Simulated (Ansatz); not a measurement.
The cluster Al3B⁻, relaxed as a doublet with UKS B3LYP-D4/def2-TZVPD in Ansatz, starting from packed atoms. Force threshold 0.02 eV/Å.

The structure comes from a short search, and lower isomers may exist.

Start:

```xyz
4

B    -0.138   -0.901   -0.594
Al    0.443   -0.710    1.310
Al    1.036    0.766   -0.699
Al   -1.341    0.846   -0.017
```

**Question.** Estimate the energy that the relaxation releases and the steps that it takes.

**Answer.** 124.7 kJ/mol, in 15 steps; 45 s on 4 threads of Arm Neoverse V1 on a shared host. No frequencies were taken in this run, so the end may be a saddle point.

**Question.** Does the start keep its bonding?

**Answer.** Bonds lost: Al2–Al3, Al2–Al4, Al3–Al4 (atoms count from 1).

**Question.** Predict the relaxed structure.

**Answer.** 
```xyz
4

B    -0.100   -0.230   -0.114
Al    0.619   -1.257    1.517
Al    1.352    0.693   -1.087
Al   -1.871    0.794   -0.316
```
Bond lengths (bridged metal pairs left out): 3 × Al–B 1.98 to 2.06 Å.
